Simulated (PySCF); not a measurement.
## Calculated data, BGeH$_{5}$O$_{2}$, CH$_{6}$GeO$_{2}$, BGeH$_{4}$O

All values are calculated (PySCF 2.14.0). Calculation on a computer-drawn molecule: optimised geometry and harmonic frequencies of an isolated molecule of the commonest isotopes, restricted reference for singlets and unrestricted otherwise, frozen core in MP2; on germanium a core potential holds 10 electrons, which the energies leave out, and 3d is frozen in MP2 and coupled-cluster steps.

Common to all runs: charge 0; method HF; basis cc-pVDZ; basis and core potential on germanium cc-pVDZ-PP ECP10MDF.

(1) BGeH$_{5}$O$_{2}$

Start structure:
```xyz
9
BGeH5O2
O     -1.0939     2.1821     0.5465
B     -0.0318     1.6242     0.9403
O      0.5963     0.8758     0.0366
Ge    -0.1094     0.7990    -1.6442
H     -1.6477     2.7199     1.2110
H      0.3842     1.6384     2.0190
H     -0.0965     2.0728    -2.2349
H      0.9117    -0.1002    -2.3187
H     -1.4700     0.1181    -1.5136
```

It was run with multiplicity 1.

It finds rotational constants 13.62, 2.527, 2.191 GHz; total energy -470.8238 hartree; convergence status largest gradient component 2.316e-05 hartree/bohr.

Drawn bonds:
| atom | other atom | order |
| --- | --- | --- |
| 1 | 2 | 1 |
| 2 | 3 | 1 |
| 3 | 4 | 1 |
| 1 | 5 | 1 |
| 2 | 6 | 1 |
| 4 | 7 | 1 |
| 4 | 8 | 1 |
| 4 | 9 | 1 |

Optimised structure:
```xyz
9
BGeH5O2
O     -1.2314     2.2958     0.6910
B     -0.0755     1.6263     0.9659
O      0.5143     0.9085    -0.0052
Ge    -0.0578     0.7125    -1.6984
H     -1.5807     2.7747     1.4255
H      0.4203     1.6700     2.0620
H     -0.0973     2.0815    -2.3710
H      0.9851    -0.1933    -2.3431
H     -1.4341     0.0540    -1.6846
```

Modes:
| frequency (cm⁻¹) | reduced mass (dalton) |
| --- | --- |
| 113.1 | 1.133 |
| 123.8 | 7.073 |
| 196.4 | 2.27 |
| 568.1 | 1.132 |
| 568.2 | 3.028 |
| 626.8 | 4.298 |
| 695.6 | 1.135 |
| 735.8 | 1.505 |
| 944.5 | 1.065 |
| 954.4 | 1.023 |
| 956.5 | 1.024 |
| 1009 | 1.634 |
| 1042 | 1.274 |
| 1204 | 1.36 |
| 1271 | 4.092 |
| 1495 | 4.822 |
| 2255 | 1.024 |
| 2259 | 1.024 |
| 2277 | 1.012 |
| 2694 | 1.095 |
| 4190 | 1.067 |

(2) CH$_{6}$GeO$_{2}$

Start structure:
```xyz
10
CH6GeO2
O     -1.8893    -1.6755     0.8396
C     -0.5865    -1.0919     0.8103
O     -0.5253     0.1034     1.5380
Ge    -1.9289     1.1643     1.1816
H     -2.0775    -1.9304     1.6949
H      0.1284    -1.7855     1.3893
H     -0.2836    -1.1534    -0.1510
H     -1.3539     2.4436     1.8048
H     -2.2515     1.2895    -0.2621
H     -3.0878     0.6835     1.9934
```

Settings of this run: multiplicity 1.

The calculation gives: rotational constants 12.69, 2.465, 2.209 GHz; total energy -484.4727 hartree; convergence status largest gradient component 1.86e-05 hartree/bohr.

Drawn bonds:
| atom | other atom | order |
| --- | --- | --- |
| 1 | 2 | 1 |
| 2 | 3 | 1 |
| 3 | 4 | 1 |
| 1 | 5 | 1 |
| 2 | 6 | 1 |
| 2 | 7 | 1 |
| 4 | 8 | 1 |
| 4 | 9 | 1 |
| 4 | 10 | 1 |

Optimised structure:
```xyz
10
CH6GeO2
O     -1.8176    -1.8492     0.8759
C     -0.6034    -1.1758     0.8557
O     -0.6507     0.0123     1.5601
Ge    -1.9143     1.2391     1.2283
H     -2.0048    -2.1137     1.7661
H      0.1926    -1.7791     1.2979
H     -0.3789    -1.0070    -0.1994
H     -1.3372     2.5352     1.7864
H     -2.1350     1.3219    -0.2828
H     -3.2065     0.8639     1.9507
```

Modes:
| frequency (cm⁻¹) | reduced mass (dalton) |
| --- | --- |
| 97.41 | 3.875 |
| 149.2 | 1.182 |
| 213.7 | 2.69 |
| 440 | 1.126 |
| 597 | 2.132 |
| 641.4 | 5.399 |
| 694 | 1.181 |
| 741.5 | 1.61 |
| 942.1 | 1.048 |
| 951.7 | 1.039 |
| 962.4 | 1.024 |
| 1136 | 1.382 |
| 1193 | 5.012 |
| 1243 | 5.729 |
| 1369 | 1.165 |
| 1495 | 1.233 |
| 1564 | 1.187 |
| 1649 | 1.096 |
| 2240 | 1.024 |
| 2250 | 1.022 |
| 2273 | 1.014 |
| 3190 | 1.056 |
| 3238 | 1.115 |
| 4127 | 1.066 |

(3) BGeH$_{4}$O

Start structure:
```xyz
7
BGeH4O
O     -1.2796    -0.7841    -1.4276
B     -0.2293    -1.4203    -1.9698
Ge     1.0989    -0.4723    -3.1576
H     -1.3090     0.2041    -1.5759
H     -0.1804    -2.5108    -1.6618
H      1.0591     1.1035    -2.6817
H      2.5766    -0.6918    -2.8144
```

Here we set multiplicity 2.

It finds rotational constants 38.71, 3.319, 3.076 GHz; total energy -395.2648 hartree; spin squared 0.7627; convergence status largest gradient component 1.762e-05 hartree/bohr.

Drawn bonds:
| atom | other atom | order |
| --- | --- | --- |
| 1 | 2 | 1 |
| 2 | 3 | 1 |
| 1 | 4 | 1 |
| 2 | 5 | 1 |
| 3 | 6 | 1 |
| 3 | 7 | 1 |

Optimised structure:
```xyz
7
BGeH4O
O     -1.3911    -0.8145    -1.4169
B     -0.2549    -1.3681    -1.8797
Ge     1.1747    -0.3155    -2.9574
H     -1.4835     0.1143    -1.5659
H     -0.1114    -2.5446    -1.6994
H      1.1972     1.2153    -2.8163
H      2.6054    -0.8586    -2.9531
```

Modes:
| frequency (cm⁻¹) | reduced mass (dalton) |
| --- | --- |
| 187.5 | 1.17 |
| 236.4 | 2.827 |
| 376 | 1.183 |
| 482.2 | 1.605 |
| 619.3 | 1.508 |
| 635.4 | 1.935 |
| 877 | 1.179 |
| 940.4 | 1.057 |
| 1072 | 1.115 |
| 1243 | 1.289 |
| 1377 | 6.909 |
| 2186 | 1.021 |
| 2219 | 1.021 |
| 2719 | 1.094 |
| 4160 | 1.067 |
